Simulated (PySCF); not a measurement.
C3H5BFNO. Atoms are numbered in the order given.

```xyz
12

C     -2.2730     0.1982    -0.1157
N     -0.9193     0.0209    -0.6090
C     -0.2034    -1.2125    -0.2662
C      0.9207    -0.6727     0.2464
F      2.0862    -1.2244     0.5695
B      0.2590     0.7270    -0.0533
O      0.5441     2.0249     0.1162
H     -2.3781     0.0161     0.9756
H     -2.9707    -0.4802    -0.6355
H     -2.6128     1.2262    -0.3222
H     -0.5555    -2.2216    -0.5053
H     -0.1370     2.6211    -0.2244
```

The structure is a stationary point at B3LYP-D3(BJ)/def2-SVP. This is a generated structure with no PubChem entry under its InChIKey; it may be hypothetical. The values are those of a single conformer.

Method: PySCF 2.14.0 with B3LYP-D3(BJ)/def2-SVP.

Harmonic, unscaled wavenumbers; measured fundamentals usually lie a few per cent lower.

Computed vibrational spectrum:
| mode | ν (cm⁻¹) | IR (km/mol) | Raman (Å⁴/amu) | depolarisation | moving atoms (share of kinetic energy) |
|---|---|---|---|---|---|
| 1 | 121 | 3.5 | 1.7 | 0.75 | C 45 %, H 30 %, O 12 %, F 10 % |
| 2 | 150 | 3.7 | 0.8 | 0.52 | H 30 %, C 28 %, N 15 %, O 11 %, F 9 % |
| 3 | 181 | 1.3 | 0.3 | 0.62 | H 84 % |
| 4 | 250 | 4.8 | 1.7 | 0.72 | O 37 %, F 36 %, C 9 %, H 8 % |
| 5 | 277 | 9.0 | 3.9 | 0.73 | C 42 %, H 27 %, F 12 %, B 10 % |
| 6 | 396 | 4.3 | 1.9 | 0.75 | C 50 %, N 19 %, F 15 %, H 13 % |
| 7 | 522 | 27.5 | 2.3 | 0.57 | H 30 %, C 28 %, B 17 %, N 15 % |
| 8 | 552 | 51.6 | 1.6 | 0.65 | H 73 %, C 13 % |
| 9 | 599 | 13.7 | 6.9 | 0.65 | C 37 %, F 17 %, N 17 %, O 14 %, H 9 % |
| 10 | 660 | 84.7 | 1.3 | 0.36 | B 56 %, C 14 %, H 12 %, O 9 % |
| 11 | 704 | 32.6 | 10.7 | 0.14 | F 24 %, C 23 %, O 23 %, N 12 %, H 11 % |
| 12 | 797 | 26.2 | 3.6 | 0.12 | B 37 %, H 25 %, C 14 %, N 14 % |
| 13 | 860 | 56.0 | 4.1 | 0.69 | H 48 %, C 36 %, N 13 % |
| 14 | 916 | 41.9 | 2.8 | 0.73 | C 43 %, H 41 %, N 13 % |
| 15 | 1069 | 138.4 | 3.1 | 0.53 | H 58 %, B 17 %, O 11 % |
| 16 | 1142 | 1.9 | 1.8 | 0.36 | H 70 %, C 20 % |
| 17 | 1150 | 5.3 | 5.3 | 0.75 | H 59 %, C 21 %, N 15 % |
| 18 | 1184 | 17.1 | 1.6 | 0.44 | H 54 %, C 23 %, N 22 % |
| 19 | 1278 | 78.6 | 5.2 | 0.23 | C 69 %, F 10 %, B 9 % |
| 20 | 1317 | 151.6 | 4.4 | 0.18 | N 44 %, C 26 %, H 16 %, B 11 % |
| 21 | 1440 | 18.3 | 8.2 | 0.67 | H 83 %, C 15 % |
| 22 | 1456 | 5.8 | 20.2 | 0.75 | H 96 % |
| 23 | 1487 | 11.8 | 19.7 | 0.74 | H 94 % |
| 24 | 1555 | 377.6 | 1.4 | 0.43 | B 63 %, O 15 %, C 10 % |
| 25 | 1701 | 88.8 | 30.2 | 0.06 | C 88 % |
| 26 | 2946 | 91.5 | 160.4 | 0.11 | H 95 % |
| 27 | 3053 | 38.0 | 107.8 | 0.35 | H 92 % |
| 28 | 3096 | 24.0 | 78.4 | 0.74 | H 91 %, C 9 % |
| 29 | 3178 | 8.2 | 122.9 | 0.30 | H 91 %, C 9 % |
| 30 | 3830 | 78.0 | 112.2 | 0.26 | H 94 % |
